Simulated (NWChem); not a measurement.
**Atomisation of silylarsine (H5AsSi)**

```xyz
7

Si     1.5531    -0.3081     0.0000
As    -0.7826     0.2158     0.0000
H      2.1750     0.3122     1.2220
H      2.1750     0.3122    -1.2220
H      1.8464    -1.7843     0.0000
H     -1.0564    -0.8246     1.1035
H     -1.0564    -0.8246    -1.1035
```
Charge 0, spin multiplicity 1.

The numbers come from NWChem runs, not from measurements. Structure: optimised with PBE/def2-SVP, a minimum by its harmonic frequencies.

Basis set: def2-TZVP. The atomisation energy is electronic alone: no zero-point, thermal, spin-orbit or counterpoise terms. No value is extrapolated to the basis-set limit. Free atoms are single determinants with multiplicities Si 3, As 4, H 2. Correlated methods freeze the same cores in atoms and molecule, 14 orbitals in all.

| method | atomisation energy (kcal/mol) | relative cost |
|---|---|---|
| HF | 316.1 | 1 |
| B3LYP | 435.8 | under 3 |
| PBE | 430.0 | under 3 |
| BHandHLYP | 430.0 | under 3 |
| PBE0 | 427.8 | under 3 |
| r2SCAN | 436.0 | under 3 |
| M06-2X | 427.8 | under 3 |
| MP2 | 405.2 | under 3 |

The values span 120.0 kcal/mol, from HF (lowest) to r2SCAN (highest). Relative cost: rough, from shared machines, SCF included, HF = 1. Costs are the molecule's.

The Hamiltonian is non-relativistic. B3LYP has NWChem's definition, with VWN1-RPA local correlation. No SCF solution was tested for a lower state. Open-shell Hartree-Fock references start from PBE0 orbitals; any time given for them includes that run.
